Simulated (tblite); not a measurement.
C₇H₁₃P.
Geometry (GFN2-xTB, Å), atoms numbered from 1 in this order:
```
atom  x, y, z in Å
C1    -1.4671   -1.4111   -0.8733
C2    -1.4237   -0.6187    0.4174
C3    -1.8139    0.8668    0.3576
C4    -0.7660    1.3651    1.3617
P5     0.2507   -0.2087    1.2072
C6     1.2057    0.2614   -0.2955
C7     2.6895    0.4432   -0.1291
C8     2.1666   -0.7477   -0.8584
H9    -0.8512   -0.9455   -1.6390
H10   -2.4904   -1.4681   -1.2433
H11   -1.1018   -2.4231   -0.7096
H12   -2.0196   -1.1318    1.1804
H13   -2.8487    1.0787    0.6325
H14   -1.6416    1.2764   -0.6375
H15   -1.1701    1.4604    2.3699
H16   -0.2474    2.2868    1.1015
H17    0.7097    0.9229   -0.9981
H18    3.1749    1.2257   -0.6935
H19    3.1122    0.2888    0.8531
H20    2.2895   -0.7955   -1.9305
H21    2.2338   -1.7091   -0.3702
```

Computed with GFN2-xTB (tblite): harmonic, unscaled wavenumbers at the GFN2-xTB geometry, gas phase. Errors from tens to a few hundred cm⁻¹ against measured bands are possible. One conformer, not necessarily the lowest.

Harmonic wavenumbers (cm⁻¹): 44.3, 112.5, 140.9, 183.9, 186.9, 245.8, 285.5, 326.4, 417.5, 539.0, 638.0, 657.8, 718.4, 781.2, 806.5, 835.3, 895.0, 926.7, 956.4, 984.1, 993.7, 1010.3, 1028.2, 1032.6, 1068.4, 1069.1, 1087.1, 1138.3, 1141.9, 1152.0, 1157.1, 1202.0, 1212.4, 1217.3, 1261.2, 1313.5, 1323.8, 1406.8, 1436.3, 1443.5, 1479.9, 1491.3, 1495.2, 1499.7, 2914.7, 2962.4, 2980.2, 2987.9, 2993.2, 3002.9, 3005.3, 3025.8, 3037.8, 3077.3, 3078.2, 3078.6, 3095.9.

A = 2669, B = 1369, C = 1089 MHz; mass 128.075 u (most abundant isotopes); point group C1, symmetry number 1.

Question: What is the zero-point energy?

Answer: Half the sum of the wavenumbers: 39792 cm⁻¹ = 113.77 kcal/mol.

Question: Entropy at 298.15 K, 1 bar (ideal gas, RRHO, classical rotation)?

Answer: Translation 40.48, rotation 28.78, vibration 24.81: S = 94.1 cal/(mol K).

Question: And Cp and H(298.15 K) − H(0)?

Answer: Cp = 36.51 cal/(mol K), of which vibrations give 28.56 (their classical limit is 57 R = 113.3); H(298.15 K) − H(0) = 6.39 kcal/mol without the zero-point energy, 4.02 from vibrations.

Question: Blend soft modes into free rotors: weight 1/[1 + (100 cm⁻¹/ν̃)⁴] for the oscillator and the rest for a rotor with moment μB/(μ + B), μ = h/(8π²ν), B = 10⁻⁴⁴ kg m². What vibrational entropy results?

Answer: 23.24 cal/(mol K) in place of 24.81, which changes −T·S at 298.15 K by +0.47 kcal/mol.

Question: How do the functions run with temperature in this model?

Answer: 
```csv
T (K),S (cal/(mol K)),Cp (cal/(mol K)),H − H(0) (kcal/mol),G − H(0) (kcal/mol),ln q(vib)
50,57.4,11.8,0.47,-2.40,0.40
100,67.3,17.2,1.20,-5.52,1.32
373.15,103.2,45.3,9.46,-29.05,7.43
500,118.4,58.4,16.07,-43.11,10.47
750,145.8,76.7,33.14,-76.21,16.59
1000,169.6,88.6,53.89,-115.70,22.53
```

q(vib) and H(0) count from the zero-point level.

Question: What must be added to the electronic energy to get the Gibbs energy at 298.15 K and 1 bar?

Answer: ZPE + [H(298.15 K) − H(0)] − T·S = 113.77 + 6.39 − 28.05 = 92.11 kcal/mol.

Hindered rotation and anharmonicity are outside this model. Other conformers, if any are populated, would add a mixing term that is left out. The structure is chiral; the term R ln 2 for an equal mix with its mirror image is left out.
